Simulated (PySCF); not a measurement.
B(Me)(OMe)(SH) (C2H7BOS), SMILES COB(C)S.

The structure is a stationary point at B3LYP-D3(BJ)/def2-SVP. This is a generated structure with no PubChem entry under its InChIKey; it may be hypothetical. Other conformers were not sampled.

Calculation: PySCF with TDA-M06-2X/def2-SVPD.

Vertical excitations.  State labels are in the subgroup Cs.

### Question
List the lowest excited states. (Estimate from the structure and the level; the computed values follow.)

### Answer

| state | symmetry | energy (eV) | λ (nm) | f | main pairs |
|---|---|---|---|---|---|
| S1 | A" | 6.41 | 194 | 0.018 | HOMO→LUMO 46 %, HOMO→LUMO+4 32 %, HOMO→LUMO+1 9 % |
| S2 | A' | 7.04 | 176 | 0.118 | HOMO→LUMO+2 86 % |
| S3 | A" | 7.05 | 176 | 0.020 | HOMO−1→LUMO+2 62 %, HOMO→LUMO 19 % |
| S4 | A" | 7.13 | 174 | 0.036 | HOMO−1→LUMO+2 31 %, HOMO→LUMO+4 27 %, HOMO→LUMO 23 %, HOMO→LUMO+3 5 % |
| S5 | A' | 7.60 | 163 | 0.024 | HOMO−1→LUMO 86 % |
| S6 | A" | 7.78 | 159 | 0.002 | HOMO→LUMO+3 54 %, HOMO→LUMO+1 32 % |
| S7 | A" | 7.89 | 157 | 0.001 | HOMO→LUMO+1 49 %, HOMO→LUMO+3 34 % |
| S8 | A' | 8.30 | 149 | 0.105 | HOMO−1→LUMO+4 32 %, HOMO−1→LUMO+1 25 %, HOMO→LUMO+5 9 %, HOMO−1→LUMO+3 9 % |
| S9 | A' | 8.45 | 147 | 0.008 | HOMO→LUMO+5 82 % |
| S10 | A" | 8.61 | 144 | 0.000 | HOMO−2→LUMO 62 %, HOMO→LUMO+6 17 % |
| T1 | A" | 6.07 | 204 | 0 | HOMO→LUMO+4 39 %, HOMO→LUMO 34 %, HOMO→LUMO+8 10 %, HOMO→LUMO+1 9 % |
| T2 | A' | 6.09 | 204 | 0 | HOMO→LUMO+2 93 % |
| T3 | A" | 6.74 | 184 | 0 | HOMO−1→LUMO+2 93 % |
| T4 | A" | 6.97 | 178 | 0 | HOMO→LUMO 50 %, HOMO→LUMO+4 27 % |
Triplets are in the Tamm–Dancoff approximation.
